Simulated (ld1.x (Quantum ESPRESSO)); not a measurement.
## La: excitation energies, all-electron against TM

```
Element                 : lanthanum (La)
Generator               : ld1.x (Quantum ESPRESSO) 7.5
Type                    : norm-conserving Troullier–Martins (Kleinman–Bylander form)
Functional              : PBE
Relativity              : scalar-relativistic
Frozen core             : [Kr] 4d10
Valence charge          : 11
Reference configuration : 4f0 5s2 5p6 5d1 6s2 6p0
Partial waves           : 5s (bound): rc 2.05 bohr; 5p (bound): rc 2.85 bohr; 5d (bound): rc 3.45 bohr; 4f (bound, empty): rc 1.60 bohr
Local potential         : all-electron potential smoothed inside 2.30 bohr (lloc = -1)
Core correction         : none
```

Occupied shells without a wave of their own: 6s. They enter only through the test configuration that unscreens the potential.

Energies are relative to the spin-unpolarised reference configuration 4f0 5s2 5p6 5d1 6s2 6p0; without spin polarisation the order of configurations can differ from experiment. Not all tests gave a result: 1 of 7 tests not solved or not reliable. Left out of the table: 4f1 5s2 5p6 5d0 6s2 6p0 (all-electron atom not converged, printed error -1499 eV).

```
  valence configuration  charge  ΔE all-electron (eV)  error AE − PS (meV)
4f0 5s2 5p6 5d1 6s1 6p0      +1                 5.966                  -51
4f0 5s2 5p6 5d0 6s0 6p0      +3                35.804                 -191
4f0 5s2 5p6 5d1 6s1 6p1       0                 2.377                 +4.4
4f0 5s2 5p6 5d2 6s1 6p0       0                 0.793                  -34
```

**Question.** What are ΔE and the potential's error for 4f0 5s2 5p6 5d1 6s0 6p0?

**Answer.** ΔE = 16.854 eV all-electron; the error (AE − PS) is -140 meV.

**Question.** What are ΔE and the potential's error for 4f0 5s2 5p6 5d1 6s0 6p2?

**Answer.** ΔE = 4.846 eV all-electron; the error (AE − PS) is +15 meV.
